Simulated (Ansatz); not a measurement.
One change: `[OH][Al]([Cl])[Cl]` becomes `[Cl][Al]([Cl])[I]`.

Ansatz, PBE0-D4/def2-TZVP geometries, multiplicity 1. Each molecule was computed in one conformer, which needn't be the lowest.

Elements past krypton have def2 core potentials.  Spin–orbit coupling is left out; it splits and shifts lone-pair levels of the heavy atoms by tenths of an eV.

```tsv
property	`[OH][Al]([Cl])[Cl]`
HOMO–LUMO gap (PBE/def2-TZVPP) / eV	6.03
HOMO–LUMO gap (ωB97M-V/def2-TZVPP) / eV	12.29
LUMO energy (B3LYP/def2-TZVPP) / eV	-1.26
HOMO energy (B3LYP/def2-TZVPP) / eV	-9.01
zero-point energy (PBE0-D4/def2-TZVP) / kJ/mol	44.8
LUMO energy (PBE0/def2-TZVPP) / eV	-0.97
```

**Question.** Give the same properties after the change, and the shifts. (Best estimate.)

**Answer.** Computed: 
| property | `[Cl][Al]([Cl])[I]` | shift |
| --- | --- | --- |
| HOMO–LUMO gap (PBE/def2-TZVPP) / eV | 4.72 | -1.31 |
| HOMO–LUMO gap (ωB97M-V/def2-TZVPP) / eV | 10.56 | -1.73 |
| LUMO energy (B3LYP/def2-TZVPP) / eV | -1.74 | -0.48 |
| HOMO energy (B3LYP/def2-TZVPP) / eV | -7.93 | 1.08 |
| zero-point energy (PBE0-D4/def2-TZVP) / kJ/mol | 11.1 | -33.7 |
| LUMO energy (PBE0/def2-TZVPP) / eV | -1.50 | -0.53 |

With PBE0 the HOMO rises by 1.10 eV and the LUMO falls by 0.53 eV, so the gap narrows by about 1.63 eV. PBE moves the HOMO by 0.81 eV and ωB97M-V by 1.25 eV. The zero-point energy changes by -33.7 kJ/mol with -3 modes.

B3LYP here is the variant with VWN-RPA as its local correlation; programs differ in this.
